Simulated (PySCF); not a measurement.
Electron correlation in In (indium, neutral)

Starting occupation: [Kr] 4d10 5s2 5p1, 5p3/2 with m_j = +3/2. All numbers are calculated (PySCF 2.14, X2C-1e with screened-nucleus spin-orbit coupling, Gaussian nucleus, in x2c-TZVPall-2c with one added diffuse shell each of s, p, d, f type (9s10p6d3f, 90 functions)). Frozen: [Ar] 3d10; 21 electrons correlated; the 6 highest virtual spinors left out.

MP2 pair energies summed by pair of shells (mhartree):

```csv
pair,energy,share (%)
4d3/2-4d5/2,-87.25,21.5
4d5/2-4d5/2,-62.85,15.5
4d5/2-5s1/2,-37.43,9.2
4d5/2-4p3/2,-27.03,6.7
4d3/2-4d3/2,-26.46,6.5
4d3/2-5s1/2,-24.44,6.0
4d3/2-4p3/2,-18.14,4.5
5s1/2-5s1/2,-17.81,4.4
5p3/2-5s1/2,-13.76,3.4
4d5/2-4p1/2,-13.47,3.3
4p1/2-4p3/2,-9.88,2.4
4p3/2-4p3/2,-9.69,2.4
4d3/2-4p1/2,-8.66,2.1
4d5/2-4s1/2,-8.47,2.1
4d5/2-5p3/2,-7.35,1.8
4p3/2-4s1/2,-6.97,1.7
4d3/2-4s1/2,-5.60,1.4
4d3/2-5p3/2,-4.58,1.1
4p3/2-5s1/2,-4.40,1.1
4p1/2-4s1/2,-3.53,0.9
4p1/2-4p1/2,-2.31,0.6
4p1/2-5s1/2,-1.96,0.5
4s1/2-4s1/2,-1.70,0.4
4p3/2-5p3/2,-0.71,0.2
4s1/2-5s1/2,-0.57,0.1
4p1/2-5p3/2,-0.35,0.1
4s1/2-5p3/2,-0.10,0.0
```

Total MP2 correlation energy: -405.48 mhartree.

This basis was not built for core-valence correlation, so the inner-shell part is incomplete.
